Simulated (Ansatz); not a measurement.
Isolated molecules relaxed with PBE0-D4/def2-TZVP in Ansatz; ΔE leaves out vibrations. CCSD(T)/CBS is the MP2 limit (def2-TZVPP, def2-QZVPP) plus CCSD(T) − MP2 in def2-TZVPP, frozen cores. This one scheme is used for every species. Functionals use def2-TZVPP. Each species was taken in one conformer, which may not be the lowest.

Reaction (ligand exchange at the Si–N bond): `O=C=N[Si](Cl)(Cl)Cl` + `S[SiH2]Cl` → `Cl[SiH2]S[Si](Cl)(Cl)Cl` + `N=C=O`

| level | ΔE (kJ/mol) |
| --- | --- |
| PBE-D4 | 16.1 |
| SCS-MP2/def2-TZVPP | 37.3 |
| HF/def2-QZVPP | 66.5 |
| CCSD/CBS(def2) | 35.3 |

Task: What does CCSD(T)/CBS give? (An estimate is asked.)

Result: Ansatz gave: +29.0 kJ/mol. The listed levels differ from it by -12.9, 8.3, 37.5, 6.3 kJ/mol.

Largest T1 diagnostic among the species: 0.018.

From PBE to PBE0 (25 % exact exchange), in def2-TZVPP and without D4, ΔE moves by +5.9 kJ/mol. The D4 term adds −17.2 kJ/mol with B3LYP and −9.6 kJ/mol with PBE0; it sums over pairs of atoms, weighted by their polarisabilities, and B3LYP, whose exchange is more repulsive, gets the larger term. In def2-TZVPP, CCSD(T) changes the Hartree–Fock value by −30.0 kJ/mol (the triples alone add −6.2 kJ/mol) and MP2 by −35.1 kJ/mol.

B3LYP here is the variant with VWN-RPA as its local correlation; programs differ in this.
